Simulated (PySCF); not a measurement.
F₂HOS, SMILES [OH+]=S(F)F, charge +1. Atoms are numbered in the order given.

```xyz
5

O      1.4165     0.1661     0.0000
S      0.0097    -0.4638     0.0000
F     -0.7235     0.2745    -1.1688
F     -0.7235     0.2745     1.1688
H      1.5349     1.1501     0.0000
```
Charge +1, spin multiplicity 1.

Geometry optimised at B3LYP-D3(BJ)/def2-SVP. The isomer is the one that the SMILES or the coordinates give; other isomers of the formula were not compared.

All values below come from B3LYP/pcJ-1 (PySCF).

Isotropic couplings with Fermi-contact, spin-dipole and both spin-orbit terms, one fixed conformer, no vibrational averaging. Isotopes: 19F, 1H.

Computed spin–spin coupling constants:
| pair | bonds apart | J (Hz) |
|---|---|---|
| F3–F4 | 2 | 157.5 |
| F3–H5 | 3 | 8.0 |
| F4–H5 | 3 | 8.0 |
